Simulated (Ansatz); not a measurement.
Gas-phase electronic energies from Ansatz, PBE0-D4/def2-TZVP geometries. CCSD(T)/CBS adds triple-zeta CCSD(T) − MP2 to the extrapolated MP2 energy (def2 sets, frozen cores). DFT in def2-TZVPP. B3LYP here is the variant with VWN-RPA as its local correlation; programs differ in this. One conformer a species, not always the lowest.

`[SiH3]OB(S)S` + `CO[SiH3]` → `COB(S)O[SiH3]` + `[SiH3]S`  (redistribution)

`[SiH3]OB(S)S`:

Z-matrix (Å, degrees):
```
Si
O 1 1.653
H 1 1.481 2 107.6
H 1 1.484 2 110.5 3 -120.4
H 1 1.482 2 108.0 3 118.9
B 2 1.351 1 138.1 3 125.9
S 6 1.814 2 120.4 1 179.2
S 6 1.822 2 120.4 1 -0.9
H 7 1.343 6 95.5 2 0.1
H 8 1.342 6 96.3 2 180.0
```

`CO[SiH3]`:

Z-matrix (Å, degrees):
```
C
O 1 1.408
H 1 1.091 2 108.3
H 1 1.096 2 111.5 3 119.2
H 1 1.096 2 111.5 3 -119.2
Si 2 1.642 1 122.4 3 -179.7
H 6 1.481 2 106.5 1 179.8
H 6 1.490 2 110.9 1 59.7
H 6 1.490 2 110.9 1 -60.1
```

`COB(S)O[SiH3]`:

Z-matrix (Å, degrees):
```
C
O 1 1.415
H 1 1.092 2 108.6
H 1 1.091 2 111.8 3 -120.8
H 1 1.092 2 108.8 3 118.3
B 2 1.352 1 122.4 3 123.8
O 6 1.361 2 121.7 1 0.0
S 6 1.829 2 118.3 1 179.9
Si 7 1.649 6 136.5 2 -175.8
H 8 1.341 6 94.7 2 1.5
H 9 1.485 7 110.5 6 -29.8
H 9 1.484 7 109.3 6 91.2
H 9 1.482 7 107.1 6 -149.9
```

`[SiH3]S`:

Cartesian coordinates in Å:
```
Si -0.302 -0.391 -0.186
S 1.253 0.511 0.971
H -1.638 0.142 0.184
H -0.226 -1.835 0.136
H -0.091 -0.184 -1.641
H 1.006 1.758 0.536
```

| level | ΔE (eV) |
| --- | --- |
| PBE-D4 | -0.36 |
| r2SCAN-D4 | -0.35 |
| ωB97M-V | -0.37 |
| B2PLYP | -0.33 |
| PBE | -0.37 |
| B3LYP | -0.35 |
| MP2/def2-QZVPP | -0.29 |
| SCS-MP2/def2-QZVPP | -0.29 |

**Question.** What does CCSD(T)/CBS give? (Estimate.)

**Answer.** Ansatz gave: -0.34 eV. The listed levels differ from it by -0.02, -0.01, -0.03, 0.01, -0.03, -0.01, 0.05, 0.05 eV.

Largest T1 diagnostic among the species: 0.013.
